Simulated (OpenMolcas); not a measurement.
Xe2+: effect of correlating more closed shells

```
Program             : OpenMolcas 26.06
Basis               : ANO-RCC [10s9p8d5f3g]
Scalar Hamiltonian  : DKH2, point nucleus
Active space        : 6 electrons in 9 orbitals (RAS2 5s 5p; RAS3 5d, at most 2 electrons)
State averaging     : 2S+1 = 3 even, 3 roots; 2S+1 = 1 even, 7 roots; 2S+1 = 3 odd, 3 roots; 2S+1 = 1 odd, 3 roots
Spin-orbit coupling : state interaction with AMFI integrals over the reference wave functions, term energies averaged over their components
```

Methods on the same reference wave functions:
A. RASSCF
B. MS-RASPT2, IPEA 0.25 Eh, imaginary shift 0.1 Eh (closed shells correlated: 4d)
C. MS-RASPT2, IPEA 0.25 Eh, imaginary shift 0.1 Eh (closed shells correlated: 4s 4p 4d)

Energies in eV above 5s² 5p⁴ ³P₂, the measured ground level; measured values from Saloman, J. Phys. Chem. Ref. Data 33, 765 (2004).

```tsv
Level	A	B	C	Measured
5s² 5p⁴ ³P₂	0.0000	0.0000	0.0000	0.0000
5s² 5p⁴ ³P₀	0.9753	0.967	0.961	1.0080
5s² 5p⁴ ³P₁	1.0462	1.074	1.076	1.2143
5s² 5p⁴ ¹D₂	2.2699	2.018	2.006	2.1200
5s² 5p⁴ ¹S₀	4.4054	4.268	4.234	4.4762
5s 5p⁵ ³P°₂	11.9385	12.213	12.259	12.1830
```

Deviations, from unrounded energies. A percentage is the sum of absolute deviations over the sum of measured energies, with the sign that they share, or ± where signs differ.

| Against measurement | Levels | A | B | C |
| --- | --- | --- | --- | --- |
| mean absolute deviation (cm-1) | 5 | 1100 | 840 | 1000 |
| fine structure of the ground term (%) | 2 | -9.0 | -8.2 | -8.4 |
| other terms of the ground configuration (%) | 2 | ±3.3 | -4.7 | -5.4 |
| other configurations (%) | 1 | -2.0 | +0.2 | +0.6 |

B lies closest to measurement on these levels and A furthest from it. The largest miss of B in the table is 5s² 5p⁴ ¹S₀, by -1700 cm-1. The ranking rests on the paired levels alone, and a cruder setting can come out closer through cancelling errors.

Between B and C the level of the table that moves most is 5s 5p⁵ ³P°₂, by 370 cm-1 (lowest in B, highest in C). Moves below CASPT2's spread within the term are not significant.

The mean deviations of B to C differ by less than CASPT2's widest spread within a term (260 cm-1), so their order carries little weight.

From A to B the spin-free energies of the other terms of 5s² 5p⁴ shown, above ³P, scale by factors of 0.79 to 0.94.

The lowest spin-free term lies below A's lowest term by 0.574 hartree in B, 0.838 hartree in C.

What an inner shell adds also hangs on whether the basis holds functions to correlate it.

Term energies are means over components that CASPT2 splits; among the terms shown or strongly mixed into the levels shown the widest spread is 260 cm-1 (5s² 5p⁴ ¹D, C). The run also gave levels led by 5s 5p⁴ 5d, 5s² 5p³ 5d, which use shells meant for correlation; these and all levels above them are left out. Some terms mix strongly with configurations of 5d, whose occupation reaches 0.28 (5s 5p⁵ ³P°). Computed and measured levels are paired by configuration, term and J; levels that our copy of the source lacks, or whose pairing is in doubt (as where it misses far off the trend of its configuration), stay unpaired and out of the deviations. Only configurations of the active space appear. Levels that lie high or do not pair safely by name in every column are left out.

° marks odd parity.
